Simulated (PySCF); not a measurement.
Job for PySCF: R-HF/3-21G on C3H4F2 (a complex), monomers drawn apart or pushed together.

```python
from pyscf import gto, scf, dft, mp
from pyscf.data.elements import chemcore

mol = gto.M(
    atom='''
    C     0.59922706    0.01699189   -0.69717942
    C    -0.35211841   -0.06359447    0.02537379
    H     1.43727515    0.08577140   -1.34713562
    H    -1.18549028   -0.13471466    0.68289286
    F    -1.13915480    0.09661419    4.12554139
    C     0.18730677    0.06907221    4.45998754
    F     0.42423815   -1.06624036    5.17128922
    H     0.39881635    0.93209165    5.09268994
    H     0.77356263    0.04247184    3.54118735
    ''',
    basis='3-21g',
    charge=0, spin=0, verbose=3, max_memory=1800)
mf = scf.RHF(mol)
mf.conv_tol = 1e-8
mf.max_cycle = 100
mf.kernel()
if not mf.converged:
    mf = mf.newton().run(mf.mo_coeff, mf.mo_occ)
```

The log:

```
converged SCF energy = -313.005362947003
```

Self-consistency was reached.

Cost: about 0.12 core-seconds (a rough figure).
